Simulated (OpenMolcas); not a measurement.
**What dynamic correlation does to the levels of Al III**

```yaml
Program: OpenMolcas 26.06
Basis: ANO-R2 [5s5p3d1f]
Scalar_Hamiltonian: X2C, finite nucleus
Active_space: 1 electron in 9 orbitals (RAS2 3s 3p; RAS3 3d, at most 1 electron)
State_averaging: 2S+1 = 2 even, 1 root; 2S+1 = 2 odd, 3 roots
Spin-orbit_coupling: RASSI with atomic mean-field integrals over the reference wave functions, term energies averaged over their components
```

Methods on the same reference wave functions:
A. RASSCF
B. SS-RASPT2, IPEA 0.25 Eh, imaginary shift 0.1 Eh (closed shells correlated: 2s 2p)

Energies in cm⁻¹ above 3s ²S_1/2, the measured ground level; measured values from NIST levels in Kelleher and Podobedova, J. Phys. Chem. Ref. Data 37, 709 (2008).

```json
{"Level": "3s ²S_1/2", "A": "0.0", "B": "0.0", "Measured": "0.0"}
{"Level": "3p ²P°_1/2", "A": "52504", "B": "52992", "Measured": "53683"}
{"Level": "3p ²P°_3/2", "A": "52697", "B": "53185", "Measured": "53917"}
```

Deviations, from unrounded energies. A percentage is the sum of absolute deviations over the sum of measured energies, with the sign that they share, or ± where signs differ.

```json
{"Against measurement": "mean absolute deviation (cm-1)", "Levels": "2", "A": "1200", "B": "710"}
{"Against measurement": "other configurations (%)", "Levels": "2", "A": "-2.2", "B": "-1.3"}
```

B lies closest to measurement on these levels. The largest miss of B in the table is 3p ²P°_3/2, by -730 cm-1. The ranking rests on the paired levels alone, and a cruder setting can come out closer through cancelling errors.

The lowest spin-free term lies below A's lowest term by 0.204 hartree in B.

With one active electron outside closed inactive shells, the extra shells (3d) add no correlation to the reference. With one active electron the reference holds no correlation, so core polarisation is missing (holds for A). With one active electron, CASPT2 adds the correlation within the correlated inactive shells and between them and that electron, and leaves the splitting within a term as the reference gives it (holds for B). Measured partners are found by configuration, term and J. A level has none where our copy of the source lacks it or the pairing is in doubt (some pairs that miss far off the trend of their configuration count as doubtful), and it then counts in no deviation. Levels of configurations outside the active space are missing.

° marks odd parity.
